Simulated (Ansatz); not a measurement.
## Cost against result

The pair of K⁺ (SMILES [K+], atom 1) and SiNH₅ (SMILES [SiH3]N, atoms 2–8), both closed shells, in one local arrangement (a lower one may exist), relaxed at PBE0-D4/def2-TZVP:

| atom | x (Å) | y (Å) | z (Å) |
| --- | --- | --- | --- |
| K1 | 2.2291 | 0.9264 | -1.7363 |
| Si2 | -0.9294 | -0.1465 | -0.0486 |
| N3 | 0.7594 | -0.0112 | 0.4656 |
| H4 | -1.3209 | 1.2250 | -0.4598 |
| H5 | -0.9034 | -1.0407 | -1.2340 |
| H6 | -1.8464 | -0.6719 | 0.9872 |
| H7 | 1.1407 | -0.9018 | 0.7723 |
| H8 | 0.8710 | 0.6207 | 1.2535 |

Interaction energies are counterpoise-corrected; the time is that of the whole pair.

Program: Ansatz 0.2.0. Basis: as named in each row. Cores are frozen in the correlated methods. The outer core shell of Li, Na, Mg and K is correlated. The def2 sets are not built for correlating such inner shells, so the correlated values are less sure here. B3LYP uses VWN-RPA correlation. Extrapolation: Hartree–Fock as exp(−7.88 √X), correlation as X^−2.97.

Times are rough, for one single point on 2 threads of a shared host (Arm Neoverse V1).

The estimate by CCSD(T) at an estimated basis limit (MP2 extrapolated from triple and quadruple zeta, plus CCSD(T) − MP2 in triple zeta) is -72.8 kJ/mol.

| method | basis | time (s) | interaction energy (kJ/mol) | method less estimate |
| --- | --- | --- | --- | --- |
| revPBE-D4 | def2-TZVPPD | 3 | -68.0 | 4.8 |
| PBE-D4 | def2-TZVPPD | 3 | -72.5 | 0.2 |
| BLYP-D4 | def2-TZVPPD | 4 | -71.2 | 1.6 |
| PBE0-D4 | def2-TZVPPD | 4 | -73.4 | -0.6 |
| HSE06-D4 | def2-TZVPPD | 4 | -73.4 | -0.6 |
| B3LYP-D4 | def2-TZVPPD | 4 | -73.3 | -0.6 |
| r2SCAN-D4 | def2-TZVPPD | 6 | -70.0 | 2.8 |
| B2PLYP | def2-TZVPPD | 8 | -69.1 | 3.7 |
| wB97X-V | def2-TZVPPD | 12 | -72.7 | 0.0 |
| B97M-V | def2-TZVPPD | 13 | -68.0 | 4.8 |
| wB97M-V | def2-TZVPPD | 15 | -72.6 | 0.2 |
| MP2 | def2-QZVPPD | 18 | -71.8 | 1.0 |
| CCSD(T) | def2-TZVPPD | 59 | -68.3 | 4.5 |

No T1 diagnostic of these runs exceeds 0.011.
